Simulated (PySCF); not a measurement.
C5H8NO (doublet state).
Z-matrix (Å and degrees, GFN2-xTB geometry), rows numbered from 1:
```
C 
N   1  1.4350
C   2  1.4402  1  121.64
C   3  1.4786  2  103.50  1  -179.85
C   4  1.4730  3  110.26  2    -0.01
C   2  1.3515  1  123.70  3  -179.83
O   6  1.2107  2  125.26  1    -0.11
H   1  1.0890  2  107.59  3   179.88
H   1  1.0932  2  110.75  3   -60.61
H   1  1.0933  2  110.73  3    60.34
H   3  1.1046  2  110.75  1    58.86
H   3  1.1046  2  110.75  1   -58.61
H   4  1.0704  3  124.08  2   179.62
H   5  1.0975  4  113.74  3  -119.37
H   5  1.0975  4  113.73  3   119.36
```

The hyperfine couplings belong to this conformer and change with its torsions.

As a line formula: `N1(C[CH]CC1=O)C` [radical].

Level of theory: PySCF 2.14.0, UKS B3LYP, pcH-1 on C H N O, non-relativistic, mean-field spin-orbit, GIAO. Geometry: GFN2-xTB; no solvent, vibrations or thermal averaging. A GFN2-xTB geometry isn't a minimum of the functional, and hyperfine couplings can be far from their values at a DFT geometry. The SCF solution wasn't tested for stability.

The largest Mulliken spin populations are on C4 (+1.03), C5 (-0.09) and C3 (-0.08). No atom but C4 exceeds +0.15. The positive populations add up to 1.22 and the negative ones to -0.22, together 2S = 1. The angles at C4 add up to 360.0°, so it is planar; its axial dipolar tensor and the negative coupling of its proton fit spin in a p orbital normal to that plane.

(1) McConnell's relation a(H) = Q·ρ ties the coupling of a proton on a planar π carbon to the spin population of that carbon. What Q do the computed values give?

(2) How do the β-proton couplings of this frozen conformer go with θ, the angle between the C–H bond and the normal to the plane of the spin centre's three neighbours, both seen down the bond from centre to carbon?

## Answers

(1) 
```csv
H,C,ρ(C),a(H) (G),a/ρ (G)
H13,C4,+1.026,-23.21,-22.6
```

One proton gives one ratio, Q = -22.6 G, and no test of linearity.

(2) 
```json
{"β H": "H11", "on": "C3", "centre": "C4", "θ (°)": "30", "cos²θ": "0.76", "a (G)": "+39.58"}
{"β H": "H12", "on": "C3", "centre": "C4", "θ (°)": "30", "cos²θ": "0.75", "a (G)": "+39.43"}
{"β H": "H14", "on": "C5", "centre": "C4", "θ (°)": "29", "cos²θ": "0.76", "a (G)": "+44.66"}
{"β H": "H15", "on": "C5", "centre": "C4", "θ (°)": "30", "cos²θ": "0.76", "a (G)": "+44.50"}
```

Couplings in gauss use g_iso = 2.0026.
